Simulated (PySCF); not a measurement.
Species: C2H3BF4.
Atom-mapped SMILES: `[F:1][BH:2][CH2:3][C:4]([F:5])([F:6])[F:7]` (hydrogens: H8 on B2; H9, H10 on C3)

Method used: PBE0-D3(BJ)/def2-SVP geometry optimisation, gas phase in PySCF.

Task: What internal coordinates does the optimisation give?

Result: 
```csv
bond,length (Å),order
F1–B2,1.320,single
B2–C3,1.570,single
C3–C4,1.499,single
"C4–F5, C4–F6, C4–F7",1.338,single
B2–H8,1.207,single
"C3–H9, C3–H10",1.103,single
```

Bonds in one row agree within 0.01 Å and their mean is given. Orders are formal, as drawn. A selection of angles:
```csv
angle,degrees
F1–B2–C3,117.1
F1–B2–H8,117.6
C3–B2–H8,125.3
B2–C3–C4,114.9
B2–C3–H9,108.3
B2–C3–H10,109.4
C4–C3–H9,108.8
H9–C3–H10,105.9
C3–C4–F5,112.2
F5–C4–F6,107.2
```

Dihedral angles: F1–B2–C3–C4 -175° (antiperiplanar); B2–C3–C4–F5 179° (antiperiplanar). The mirror-image conformer, all signs reversed, is as good.

B2 (three-coordinate boron) is planar (angles 125.3°, 117.6° and 117.1°, sum 360.0°, 0.00 Å off the plane of its three neighbours). All 3 C–F bonds measure 1.337 to 1.339 Å.

Point group: near Cs, missed by 0.20 Å at most; the miss may be what the optimiser left on a soft mode. No frequency check. One conformer, not necessarily the lowest.

On one thread, Arm Neoverse V1 (aarch64), on a shared host, this took 41 s of wall time and 0.46 GiB of memory at its peak. That covers the optimisation of the geometry.
